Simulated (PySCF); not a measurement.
## Radial density of C (carbon, neutral)

UHF, [He] 2s1 2p2 3d1, one real determinant (an excited configuration). Computed with PySCF 2.14 in dyall-av3z, with no relativity, point nucleus.

```tsv
r (bohr)	4πr²ρ (e/bohr)	4πr²(ρα − ρβ)
0.00362	0.01970	0.0005
0.00608	0.05414	0.0015
0.0102	0.1457	0.0040
0.0172	0.3793	0.0104
0.0289	0.9328	0.0254
0.0487	2.087	0.0565
0.0819	3.991	0.1061
0.138	5.887	0.1506
0.232	5.699	0.1578
0.390	2.984	0.3112
0.655	1.538	1.1270
1.10	2.020	2.0104
1.85	1.207	1.2072
3.12	0.4005	0.4005
5.25	0.2048	0.2048
8.82	0.0005201	0.0005
```

⟨L²⟩ = 7.99 against 12 for a pure F term, so this real determinant mixes terms. The outer electron is Rydberg-like, and this basis confines it to a smaller radius and binds it less than a complete one would. At UHF the highest occupied level has a positive energy, so only the finite basis holds that electron; for this excited configuration the basis is too tight for the outer shell.
